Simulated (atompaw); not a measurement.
**Which change was made? (Ce, PAW (atompaw))**

```json
{
  "Element": "cerium",
  "Generator": "atompaw 4.2.0.5",
  "Type": "PAW",
  "Functional": "PBE",
  "Relativity": "scalar-relativistic",
  "Frozen core": "[Kr] 4d10 4f1",
  "Valence charge": "11",
  "Reference configuration": "5s2 5p6 5d1 6s1.75 6p0 (charge +0.25)",
  "Partial waves": "5s (bound): rc 2.05 bohr; 6s (bound): rc 2.50 bohr; 5p (bound): rc 2.40 bohr; 6p (bound, empty): rc 2.80 bohr; 5d (bound): rc 2.80 bohr; 5d channel at 2.6 Ry: rc 2.80 bohr",
  "Local potential": "bessel scheme, radius 2.10 bohr",
  "Core correction": "smooth core density matched at 2.30 bohr",
  "Augmentation charge": "sinc compensation charge, radius 2.65 bohr; PAW radius 2.80 bohr; waves and projectors: custom polynom gramschmidtortho"
}
```

Cutoffs, loose and tight: the cutoffs (Ry, on a coarse ladder) from which the occupation-weighted sum of valence levels, in a spherical-Bessel basis at the reference potential, stays within 10 and 1 mRy of its value at 400 Ry. They see the waves, projectors and local potential, not the compensation charge or the core.

The base gives: outcome: generated; cutoff, loose: 12 Ry; cutoff, tight: 21 Ry; bound ghosts: none.

(1) After one change the result is: outcome: generated; cutoff, loose: 15 Ry; cutoff, tight: 18 Ry; bound ghosts: none. Which change was it?
A. waves 5s (bound); 6s (bound); 5p (bound); 6p (bound); 5d (bound); 5d channel at 2.6 Ry; augmentation sinc compensation charge, radius 2.65 bohr; PAW radius 2.80 bohr; waves and projectors: bloechl
B. wave 5p (bound): rc 2.40 bohr becomes 5p (bound): rc 2.76 bohr
C. wave 6s (bound): rc 2.50 bohr becomes 6s (bound): rc 2.76 bohr

Results:

(1) A. The others give: wave 5p (bound): rc 2.40 bohr becomes 5p (bound): rc 2.76 bohr → outcome: generated; cutoff, loose: 10 Ry; cutoff, tight: 18 Ry; bound ghosts: none | wave 6s (bound): rc 2.50 bohr becomes 6s (bound): rc 2.76 bohr → outcome: failed: atompaw: The overlap operator has at least one negative eigenvalue!.
